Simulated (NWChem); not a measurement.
Species: H3O2 cation; SMILES O[OH2+]

Results from NWChem. The geometry was optimised at PBE-D3(BJ)/def2-SVP. Vertical excitations in the gas phase; the lowest state need not have the same character in each row.

| level | lowest excitation, singlet (eV) | oscillator strength of that lowest state | lowest state with f > 0.02, singlet (eV) | oscillator strength of that bright state | lowest triplet (eV) | orbital gap (eV) |
|---|---|---|---|---|---|---|
| PBE/aug-cc-pVDZ, full TDDFT | 5.44 | 0.001 | 7.40 | 0.021 | 3.93 | 4.87 |
| B3LYP/aug-cc-pVDZ, full TDDFT | 5.51 | 0.000 | 7.56 | 0.024 | 4.01 | 7.87 |
| CAM-B3LYP/aug-cc-pVDZ, full TDDFT | 5.55 | 0.000 | 7.60 | 0.025 | 4.03 | ___ |
| PBE0/aug-cc-pVDZ, full TDDFT | 5.57 | 0.000 | 7.67 | 0.024 | 3.95 | 8.60 |

Question: What belongs in the gaps?

Answer: 
- CAM-B3LYP/aug-cc-pVDZ, full TDDFT, orbital gap (eV): 11.42
